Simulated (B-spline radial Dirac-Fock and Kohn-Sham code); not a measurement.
**Ba: eigenvalues, ΔSCF and the reference**

System: atomic barium in the configuration [Xe] 5d2 (an excited configuration).

The density-functional columns are spherical, spin-unpolarised Dirac-Kohn-Sham results without Breit or QED terms: −ε is minus the orbital energy of the initial state and ΔSCF the difference of two total energies. The reference in the last column comes from Dirac-Fock ΔSCF + Breit + QED. All numbers are from a radial B-spline solver, in eV; a selection of levels is shown. The Kohn-Sham columns are given as differences from the reference. For the 1s level of heavy atoms much of the gap between ΔSCF and the reference is the Breit and QED part, -139.0 eV here; for other levels the error of the functional can be larger.

```csv
level,LDA −ε − DF,LDA ΔSCF − DF,Dirac-Fock
K (1s),-258.6,+126.9,37443.3
L1 (2s),-125.2,-56.6,5999.8
L2 (2p1/2),-92.8,-6.6,5629.3
L3 (2p3/2),-97.1,-17.5,5252.4
M1 (3s),-62.3,-40.1,1300.3
M2 (3p1/2),-49.3,-26.1,1145.0
M3 (3p3/2),-48.6,-26.4,1070.6
M4 (3d3/2),-29.7,-4.5,801.1
M5 (3d5/2),-30.1,-5.3,785.7
N1 (4s),-27.1,-17.9,268.0
N2 (4p1/2),-20.5,-11.6,209.6
N3 (4p3/2),-20.5,-11.9,194.2
N4 (4d3/2),-7.8,0.0,96.89
N5 (4d5/2),-7.9,-0.1,94.30
O1 (5s),-6.4,-2.3,38.14
O2 (5p1/2),-3.0,+0.7,21.36
O3 (5p3/2),-3.0,+0.6,19.31
"O4,5 (5d)",-1.2,+1.1,2.32
```

Values without a named source are computed, but for edge energies of neutral atoms, which are taken from tables.
